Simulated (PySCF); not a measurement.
## SMILES C(=C=CC(C)=O)=CN, C6H7NO

Cartesian coordinates in Å; atom numbers follow the order of the lines, from 1:
```xyz
15

C    -3.245    0.038   -0.370
C    -1.757    0.315   -0.449
O    -1.317    1.358   -0.899
C    -0.929   -0.767    0.057
C     0.397   -0.677    0.057
C     1.633   -0.522    0.034
C     2.946   -0.308    0.001
N     3.505    0.803   -0.541
H    -3.533   -0.141    0.665
H    -3.800    0.888   -0.758
H    -3.488   -0.849   -0.952
H    -1.417   -1.651    0.439
H     3.638   -1.052    0.376
H     4.471    1.018   -0.372
H     2.891    1.553   -0.815
```

Method: quadratic response wB97X-D/def2-SVPD first hyperpolarisability, Taylor convention, gas phase (PySCF). Geometry: GFN2-xTB.

Give the tensor of the second harmonic β(−2ω;ω,ω) at 1907 nm in the axes of these coordinates.

In au, Taylor convention; rows are the first index (the induced dipole):
|  | xx | yy | zz | xy | xz | yz |
| --- | --- | --- | --- | --- | --- | --- |
| x | +396.7 | +151.1 | +42.4 | -75.9 | +28.6 | -72.2 |
| y | -68.6 | +51.9 | +17.8 | +143.3 | -68.3 | +2.4 |
| z | +26.2 | +2.6 | -29.7 | -68.5 | +40.3 | +17.8 |

Norm of βᵢ = ⅓ Σⱼ (βᵢⱼⱼ + βⱼᵢⱼ + βⱼⱼᵢ): 583.6 au, hyper-Rayleigh value 229.7 au.
